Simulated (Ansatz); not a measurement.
A CCSD(T) single point on ClH3O3Zr, SMILES `[OH][Zr]([OH])([OH])[Cl]`.

```yaml
crystal:
  periodic: [false, false, false]
  atoms:
    - {symbol: O, position_ang: [-1.076680, 1.423443, 0.418816]}
    - {symbol: Zr, position_ang: [0.060001, 0.067949, -0.306852]}
    - {symbol: O, position_ang: [1.713621, 0.019477, 0.651924]}
    - {symbol: O, position_ang: [-0.805069, -1.634120, -0.204553]}
    - {symbol: Cl, position_ang: [0.504834, 0.572772, -2.590487]}
    - {symbol: H, position_ang: [-1.795139, 1.911719, 0.808957]}
    - {symbol: H, position_ang: [2.436017, 0.179515, 1.251375]}
    - {symbol: H, position_ang: [-1.037575, -2.540756, -0.029201]}
basis:
  gaussian: {orbitals: def2-SVP}
correlation: {method: ccsd_t}
```

```sh
$ ansatz run in.yaml --threads 4 --pin off --events-out ev --progress --plain --max-ram 10444MiB
```

Log, shortened:

```
Functional definition: HF
1031 factors; integrals over basis functions are off by at most 7.2e-4 eV
mean field evaluation 1: about -19920.5363 eV, gradient 6.3e1 eV
mean field evaluation 2: about -19920.6246 eV, gradient 6.3e1 eV
mean field evaluation 4: about -19927.7160 eV, gradient 2.8e0 eV
mean field evaluation 8: about -19927.7691 eV, gradient 1.3e-1 eV
mean field -19927.76921627 eV, -732.3320111710 hartree, gradient 2.1e-6 eV, S^2 0.000000; 0 other end points of the search recorded, 0 dependent functions left out
8 core orbitals not correlated: weight in the atoms' cores, before any rotation towards them, 1.000 or more for the frozen orbitals, at most 0.000 for the correlated occupied ones
reference -19927.76921627 eV, -732.3320111710 hartree; 20, 20 occupied and 78, 78 virtual orbitals, 1031 factors
second order -25.67557195 eV of doubles, -0.00000000 eV of singles
cycle   1  -25.34775967 eV  change    3.3e-1 eV  update   1.6e-1
cycle   2  -25.97085412 eV  change   -6.2e-1 eV  update   5.7e-2
cycle   3  -26.16820445 eV  change   -2.0e-1 eV  update   2.8e-2
cycle   4  -26.16029891 eV  change    7.9e-3 eV  update   6.7e-3
cycle   5  -26.15210418 eV  change    8.2e-3 eV  update   2.2e-3
cycle   6  -26.15251782 eV  change   -4.1e-4 eV  update   7.2e-4
cycle   7  -26.15233926 eV  change    1.8e-4 eV  update   2.5e-4
cycle   8  -26.15224583 eV  change    9.3e-5 eV  update   7.0e-5
cycle   9  -26.15228421 eV  change   -3.8e-5 eV  update   2.8e-5
perturbative correction -0.72940716 eV, -0.0268052187 hartree
Total energy: -19954.65090764 eV, -733.3198951076 hartree
```

Hardware: 4 threads of an Arm Neoverse N1 on a shared host. Wall time 14 s, peak host memory 0.56 GiB.

MP2 recovers 95.5 % of the CCSD(T) correlation energy and the triples give 2.7 %; T1 = 0.0171.
